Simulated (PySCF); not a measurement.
**Gas-phase XPS of VSeF3, computed**

Species: VSeF3 (singlet state).
Cartesian coordinates in Å at the PBE0-D3(BJ)/def2-SVP level; atoms count from 1:
```
atom  x, y, z in Å
V1     0.000    0.001   -0.095
Se2    0.002   -0.017    2.024
F3     1.603    0.010   -0.644
F4    -0.807    1.393   -0.631
F5    -0.799   -1.387   -0.653
```

Method: delta-SCF UKS SCAN, pcX-2 on the ionised atom (unc-x2c-TZVPall on a metal), pcseg-1 elsewhere, spin-free X2C in PySCF. Vertical ΔSCF values, vacuum level as zero.

Q: List the computed XPS lines with their assignment.

A: 
```tsv
atom(s)	bonded to	level	binding energy (eV)	count
F3/F4/F5	V	F 1s	692.49	3
```

Q: What is the longest wavelength that can ionise F 1s of F3/F4/F5 vertically?

A: λ = hc/E = 12398.42 eV Å / 692.49 eV = 17.904 Å.

Q: Which photon energy gives electrons from F 1s of F3/F4/F5 a kinetic energy of 20 eV, and what is their de Broglie wavelength?

A: hν = 692.49 + 20 = 712.49 eV, recoil neglected; λ = 12.264 Å/√(E/eV) = 2.74 Å.

The first atom of each set that the bonding makes equivalent was ionised and stands for the set. Not every level is listed. No level of selenium or vanadium is listed. Isolated species at its PBE0-D3(BJ)/def2-SVP geometry, gas phase. Metal 2p energies of this one-determinant scheme are less reliable than its 1s energies.
